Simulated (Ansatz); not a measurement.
Basis-set extrapolation for C2H6B2O (`CC1BOB1`) (PBE0-D4/def2-TZVP geometry, frozen core, the Gaussian-basis code of Ansatz). Multiplicity 1, RHF reference.

```json
{"": "HF", "def2-TZVPP": "-203.593075", "def2-QZVPP": "-203.602739"}
{"": "MP2 correlation", "def2-TZVPP": "-0.767624", "def2-QZVPP": "-0.820360"}
{"": "CCSD(T) correlation", "def2-TZVPP": "-0.837102", "def2-QZVPP": "not run"}
```

Energies in hartree. Use E(X) = E(∞) + A·exp(−7.88·√X) for Hartree–Fock and E(X) = E(∞) + B·X^(−2.97) for correlation, with X = 3 and 4, and add CCSD(T) minus MP2 of the smaller set to the MP2 limit.

Q: What is the CCSD(T) energy at the basis-set limit?

A: HF limit: -203.602739 + (-0.009664) × 0.13774 = -203.60407. MP2 limit: -0.820360 + (-0.052736) × 0.74074 = -0.85942. Higher-order term: -0.837102 − (-0.767624) = -0.06948. Total: -204.53297 hartree, 269.9 kJ/mol below CCSD(T)/def2-TZVPP.
